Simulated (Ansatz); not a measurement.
Mulliken charges of CH₅BrOSi₂ (`[SiH3][Si@H]1O[C@@H]1Br`) from ωB97M-V/def2-TZVPP in Ansatz (PBE0-D4/def2-TZVP geometry).

```json
{"atom": "Si1", "x (Å)": "-1.129", "y (Å)": "-0.254", "z (Å)": "1.518", "charge (e)": "0.041"}
{"atom": "Si2", "x (Å)": "0.300", "y (Å)": "0.646", "z (Å)": "-0.089", "charge (e)": "0.327"}
{"atom": "O3", "x (Å)": "1.710", "y (Å)": "-0.241", "z (Å)": "-0.389", "charge (e)": "-0.356"}
{"atom": "C4", "x (Å)": "0.873", "y (Å)": "-0.297", "z (Å)": "-1.532", "charge (e)": "-0.054"}
{"atom": "Br5", "x (Å)": "1.580", "y (Å)": "0.599", "z (Å)": "-3.094", "charge (e)": "-0.095"}
{"atom": "H6", "x (Å)": "-0.583", "y (Å)": "-0.004", "z (Å)": "2.878", "charge (e)": "0.001"}
{"atom": "H7", "x (Å)": "-2.460", "y (Å)": "0.395", "z (Å)": "1.397", "charge (e)": "-0.003"}
{"atom": "H8", "x (Å)": "-1.247", "y (Å)": "-1.713", "z (Å)": "1.277", "charge (e)": "0.001"}
{"atom": "H9", "x (Å)": "0.467", "y (Å)": "2.117", "z (Å)": "-0.139", "charge (e)": "-0.011"}
{"atom": "H10", "x (Å)": "0.574", "y (Å)": "-1.299", "z (Å)": "-1.824", "charge (e)": "0.148"}
```

**Question.** By hand: the dipole of these point charges (1 e Å = 4.8032 D).

**Answer.** Σ q r = (-0.669, 0.027, 0.280) e Å, of length 0.726 e Å = 3.49 D.

**Question.** How does the dipole of the full density compare? (Estimate.)

**Answer.** The calculation gave: (-0.546, -0.003, 0.440) e Å, 3.37 D; the point charges give 1.04 times that, at 16° from its direction.

Point charges leave out the atoms' own dipoles, such as those of lone pairs, and Mulliken's split depends on the basis, so the close match here is no proof of good charges.
